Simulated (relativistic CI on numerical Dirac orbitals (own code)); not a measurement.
Line list: Electric-dipole lines, Ta⁵⁺

Computed by Dirac-Coulomb-Breit CI, separate exchange-only KLI orbitals for each configuration, QED by a radiative potential, valence Slater integrals scaled by 0.85, P86 correlation estimate, and configurations built on the next ion tied to the tabulated ionisation energy (semi-empirical) (own radial code, finite nucleus).

Configurations in the expansion (outside the closed core [Kr] 4d10): 4f14 5s2 5p6, 4f13 5s2 5p6 5d, 4f13 5s2 5p6 6s, 4f13 5s2 5p6 6p, 4f13 5s2 5p6 6d, 4f13 5s2 5p6 7s, 4f13 5s2 5p6 5f, 4f13 5s2 5p6 6f, 4f14 5s2 5p5 5d, 4f12 5s2 5p6 5d2, 4f14 5s2 5p4 5d2, 4f14 5s2 5p5 5f, 4f14 5s 5p6 5d, 4f14 5s2 5p5 5g, 4f14 5s2 5p5 6s, 4f13 5s2 5p5 5d2, 4f14 5s2 5p5 6p, 4f12 5s2 5p6 5f2, 4f13 5s2 5p6 7p, 4f14 5s 5p6 5f, 4f14 5s2 5p4 5f2, 4f14 5s2 5p5 6d, 4f13 5s2 5p5 6s 6p, 4f13 5s2 5p6 7d. Levels of other configurations are missing.

```csv
λ vac (nm),Lower,Upper,A (s⁻¹),gf,Branching (%)
37.616,4f13 5s2 5p6 5d 3P°_2 [2],4f13 5s2 5p6 5f 3P_2 [61],8.44e+09,8.96e-01,53.3
37.813,4f13 5s2 5p6 5d 3P°_2 [2],4f13 5s2 5p6 5f 3S_1 [60],1.51e+10,9.73e-01,93.8
38.344,4f13 5s2 5p6 5d 3H°_5 [3],4f13 5s2 5p6 5f 3I_6 [62],1.56e+10,4.46e+00,95.5
38.389,4f13 5s2 5p6 5d 3H°_4 [13],4f13 5s2 5p6 5f 3I_5 [90],1.29e+10,3.14e+00,80.3
38.579,4f13 5s2 5p6 5d 3D°_3 [4],4f13 5s2 5p6 5f 3F_4 [68],6.12e+09,1.23e+00,37.2
38.724,4f13 5s2 5p6 5d 3D°_3 [4],4f13 5s2 5p6 5f 3D_3 [66],8.00e+09,1.26e+00,48.8
38.852,4f13 5s2 5p6 5d 3F°_4 [5],4f13 5s2 5p6 5f 3H_5 [69],1.01e+10,2.51e+00,62.2
38.874,4f13 5s2 5p6 5d 3F°_4 [5],4f13 5s2 5p6 5f 3F_4 [68],7.02e+09,1.43e+00,42.6
39.119,4f13 5s2 5p6 5d 3G°_3 [16],4f13 5s2 5p6 5f 3H_4 [99],1.08e+10,2.23e+00,67.2
39.189,4f13 5s2 5p6 5d 3H°_6 [7],4f13 5s2 5p6 5f 3I_7 [64],1.79e+10,6.19e+00,100.0
39.434,4f13 5s2 5p6 5d 3H°_5 [17],4f13 5s2 5p6 5f 3I_6 [93],1.75e+10,5.32e+00,98.2
39.698,4f13 5s2 5p6 5d 3F°_4 [9],4f13 5s2 5p6 5f 3G_5 [75],1.04e+10,2.69e+00,57.8
39.867,4f13 5s2 5p6 5d 3D°_3 [10],4f13 5s2 5p6 5f 1G_4 [74],9.93e+09,2.13e+00,57.3
39.882,4f13 5s2 5p6 5d 3F°_3 [20],4f13 5s2 5p6 5f 3G_4 [101],1.21e+10,2.60e+00,68.5
40.055,4f13 5s2 5p6 5d 3G°_5 [11],4f13 5s2 5p6 5f 3H_6 [72],1.40e+10,4.38e+00,79.9
40.057,4f13 5s2 5p6 5d 3G°_4 [21],4f13 5s2 5p6 5f 3H_5 [102],1.27e+10,3.36e+00,82.6
61.206,4f13 5s2 5p6 5d 3H°_6 [7],4f13 5s2 5p6 6p 3G_5 [40],4.23e+09,2.61e+00,53.1
61.723,4f13 5s2 5p6 5d 3H°_5 [17],4f13 5s2 5p6 6p 3G_4 [48],4.26e+09,2.19e+00,53.3
62.676,4f13 5s2 5p6 5d 3P°_2 [2],4f13 5s2 5p6 6p 3D_3 [34],2.04e+09,8.42e-01,31.2
64.655,4f13 5s2 5p6 5d 3H°_5 [3],4f13 5s2 5p6 6p 3G_4 [35],3.47e+09,1.95e+00,52.7
91.580,4f13 5s2 5p6 6p 3D_3 [34],4f13 5s2 5p6 6d 3D°_3 [73],4.09e+09,3.60e+00,66.4
92.345,4f13 5s2 5p6 6p 3G_3 [38],4f13 5s2 5p6 6d 3H°_4 [96],4.72e+09,5.43e+00,76.5
92.729,4f13 5s2 5p6 6p 3G_4 [35],4f13 5s2 5p6 6d 3H°_5 [67],5.48e+09,7.77e+00,88.9
93.132,4f13 5s2 5p6 6p 3D_3 [34],4f13 5s2 5p6 6d 3P°_2 [65],5.51e+09,3.58e+00,90.0
105.11,4f13 5s2 5p6 6p 3G_5 [40],4f13 5s2 5p6 6d 3H°_6 [77],5.07e+09,1.09e+01,100.0
105.25,4f13 5s2 5p6 6p 3G_4 [48],4f13 5s2 5p6 6d 3H°_5 [111],5.06e+09,9.24e+00,99.9
105.67,4f13 5s2 5p6 6p 3F_3 [50],4f13 5s2 5p6 6d 3G°_4 [121],3.39e+09,5.11e+00,66.3
105.87,4f13 5s2 5p6 6p 3F_4 [46],4f13 5s2 5p6 6d 3G°_5 [81],3.36e+09,6.22e+00,66.1
124.47,4f13 5s2 5p6 6s 3F°_3 [32],4f13 5s2 5p6 6p 3G_4 [48],1.77e+09,3.70e+00,22.2
125.47,4f13 5s2 5p6 6s 3F°_4 [27],4f13 5s2 5p6 6p 3G_5 [40],1.47e+09,3.82e+00,18.5
```

Terms are leading LS components. Brackets give the number of a level in order of energy, since labels repeat. The list gives strong lines, with weight on those to low levels, without configurations that were not tied to measured data, without lines whose two gauges differ by over a factor of 2.5, among the lowest 300 of 2375 levels, so that lines to higher ones, which can be the strongest, are missing. Levels whose partners in the same complex of configurations lie outside the list can be far off, and so can their lines. Rates are taken at the computed energies, electric ones in the length gauge.

Configurations that consist of the next ion and one excited electron were tied to the tabulated ionisation energy; Rydberg ones are usually within 1,000 to 3,000 cm⁻¹ and the lowest ones within about 6,000 (9,000 in d shells), while levels on excited terms of the next ion carry the error of that term, and the other configurations can be misplaced by 10,000 cm⁻¹ or more. Rates follow the energies as ν³ (E1, M1) or ν⁵ (E2), so rates, branching and lifetimes can be off by large factors. Levels and lines within the n = 5 or 6 shells can be off by up to 10 % or somewhat more, and those that change n by about 2 %, since core polarisation is missing. Levels that differ in their count of f electrons can be misplaced by several ten thousand cm⁻¹, since the correlation energy of f electrons is missing or only estimated; rates across such gaps can be off by orders of magnitude.

LS names give the leading component of a level, which can be under half, so a name can repeat, a term be missing and a line seem to break the LS rules.
